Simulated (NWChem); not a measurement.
Everything below was run with NWChem. System: C2H2F, charge 0, spin multiplicity 2, at a geometry optimised with UB3LYP/def2-SVP. The structure started from a generated list of species. Its SCF solution wasn't tested for a lower state. Level: UB3LYP/def2-TZVP, VWN1-RPA local correlation.

NWChem printed:

```
             Northwest Computational Chemistry Package (NWChem) 7.3.0
             --------------------------------------------------------

                                NWChem Input Module
                                -------------------

 Scaling coordinates for geometry "geometry" by  1.889725989
 (inverse scale =  0.529177249)

 Turning off AUTOSYM since
 SYMMETRY directive was detected!

                             Geometry "geometry" -> ""
                             -------------------------

 Output coordinates in angstroms (scale by  1.889725989 to convert to a.u.)

  No.       Tag          Charge          X              Y              Z
 ---- ---------------- ---------- -------------- -------------- --------------
    1 C                    6.0000    -0.88398200    -0.91191800     0.00000000
    2 C                    6.0000     0.29399600    -0.33261400     0.00000000
    3 F                    9.0000     0.47138300     1.00475000     0.00000000
    4 H                    1.0000    -1.94954700    -0.70095200     0.00000000
    5 H                    1.0000     1.24701500    -0.87460600     0.00000000

 Effective nuclear repulsion energy (a.u.)      60.6878410858

            Nuclear Dipole moment (a.u.)
            ----------------------------
        X                 Y               Z
 ---------------- ---------------- ----------------
    -0.0000018897     0.0000000000     0.0000000000

      Symmetry information
      --------------------

 Group name             Cs
 Group number              2
 Group order               2
 No. of unique centers     5

      Symmetry unique atoms

     1    2    3    4    5


 Summary of "ao basis" -> "" (spherical)
 ------------------------------------------------------------------------------
       Tag                 Description            Shells   Functions and Types
 ---------------- ------------------------------  ------  ---------------------
 *                         def2-tzvp                  on all atoms

                                 NWChem DFT Module
                                 -----------------

 Summary of "ao basis" -> "ao basis" (spherical)
 ------------------------------------------------------------------------------
       Tag                 Description            Shells   Functions and Types
 ---------------- ------------------------------  ------  ---------------------
 C                         def2-tzvp                11       31   5s3p2d1f
[...]
  ----- ------------  ---------------      ----- ------------  ---------------
   102      2.078748  5 H  s                  5      1.888861  1 C  s
    36     -1.749540  2 C  s                 96     -1.646024  4 H  s
    35     -0.700132  2 C  s                 44      0.663168  2 C  py
     4      0.553687  1 C  s                  9      0.285800  1 C  px
    40      0.275413  2 C  px                43     -0.260000  2 C  px

   alpha - beta orbital overlaps
   -----------------------------

   alpha      1      2      3      4      5      6      7      8      9     10
    beta      1      2      3      4      5      6      7      8      9     10
 overlap   1.000  1.000  1.000  1.000  0.994  0.992  0.998  0.995  1.000  0.999

   alpha     11     12     13     14     15     16     17     18     19     20
    beta     11     12     13     14     15     16     19     17     18     20
 overlap   0.997  0.982  0.996  0.986  0.986  0.996  0.979  0.998  0.997  0.991

   alpha     21     22     23     24     25     26     27     28     29     30
    beta     21     22     23     24     25     26     28     27     29     30
 overlap   0.997  0.936  0.941  0.952  0.998  0.994  0.995  0.995  0.996  0.991

   alpha     31     32     33     34     35     36     37     38     39     40
    beta     31     32     33     34     35     36     37     38     39     40
 overlap   0.996  0.927  0.927  0.997  0.997  0.996  0.959  0.955  0.999  0.994

   alpha     41     42     43     44     45     46     47     48     49     50
    beta     41     42     43     44     46     45     47     48     49     50
 overlap   0.958  0.951  0.998  0.990  0.981  0.998  0.999  1.000  0.995  0.996

   alpha     51     52     53     54     55     56     57     58     59     60
    beta     51     52     53     54     55     56     57     58     59     60
 overlap   1.000  0.999  1.000  1.000  0.999  1.000  0.998  0.998  0.996  0.996

   alpha     61     62     63     64     65     66     67     68     69     70
    beta     61     63     62     64     65     66     67     68     69     70
 overlap   0.998  0.994  0.997  0.996  0.995  0.989  0.963  0.958  0.999  0.992

   alpha     71     72     73     74     75     76     77     78     79     80
    beta     71     72     73     74     75     76     77     78     79     80
 overlap   0.970  0.893  0.867  0.982  0.968  0.965  0.969  0.998  0.999  0.999

   alpha     81     82     83     84     85     86     87     88     89     90
    beta     81     82     83     84     85     86     87     88     89     90
 overlap   0.999  1.000  0.998  0.998  1.000  1.000  0.999  0.999  0.999  1.000

   alpha     91     92     93     94     95     96     97     98     99    100
    beta     91     92     93     94     95     96     97     98     99    100
 overlap   1.000  1.000  1.000  1.000  1.000  1.000  1.000  1.000  1.000  1.000

   alpha    101    102    103    104    105
    beta    101    102    103    104    105
 overlap   1.000  1.000  1.000  1.000  1.000

     --------------------------
     Expectation value of S2:
     --------------------------
      <S2> =      0.7589 (Exact =     0.7500)

 center of mass
 --------------
 x =   0.04901937 y =   0.10773834 z =   0.00000000

 moments of inertia (a.u.)
 ------------------
         112.866399900496         -63.241848694345           0.000000000000
         -63.241848694345          71.432624089221           0.000000000000
           0.000000000000           0.000000000000         184.299023989718

     Multipole analysis of the density
     ---------------------------------

     L   x y z        total         alpha         beta         nuclear
     -   - - -        -----         -----         ----         -------
     0   0 0 0     -0.000000    -12.000000    -11.000000     23.000000

     1   1 0 0     -0.099646      0.746074     -0.845719     -0.000002
     1   0 1 0     -0.331502      0.883316     -1.214818      0.000000
     1   0 0 1     -0.000000     -0.000000     -0.000000      0.000000

     2   2 0 0    -10.291581    -29.385168    -25.768780     44.862368
     2   1 1 0     -0.713566    -17.785739    -14.312062     31.384235
     2   1 0 1      0.000000      0.000000      0.000000      0.000000
     2   0 2 0    -14.033495    -39.005012    -32.148840     57.120357
     2   0 1 1      0.000000      0.000000     -0.000000      0.000000
     2   0 0 2    -13.697913     -7.203421     -6.494492      0.000000

 Task  times  cpu:        6.0s     wall:        6.0s

 Total times  cpu:        6.0s     wall:        6.0s
```

Problem. Write an NWChem input that would produce this output.

Solution. One answer among several that fit: 
```
start mol
memory heap 200 mb stack 900 mb global 1100 mb
geometry units angstroms nocenter noautoz
  C     -0.883982    -0.911918     0.000000
  C      0.293996    -0.332614     0.000000
  F      0.471383     1.004750     0.000000
  H     -1.949547    -0.700952     0.000000
  H      1.247015    -0.874606     0.000000
  symmetry group Cs
end
basis spherical
  * library def2-tzvp
end
dft
  xc b3lyp
  odft
  mult 2
  semidirect memsize 60000000 filesize 0
  iterations 100
end
task dft energy
```
